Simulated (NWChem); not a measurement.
Species: SiHCl2F; SMILES F[SiH](Cl)Cl

Results from NWChem. Geometry: optimised at PBE0/def2-SVP.

### Question
Estimate the computed values for PBE/def2-SVP. Quantities: highest occupied level (eV); orbital gap (eV); dipole (D).

### Answer
| Item | Value |
|---|---|
| highest occupied level (eV) | -8.00 |
| orbital gap (eV) | 7.56 |
| dipole (D) | 1.04 |
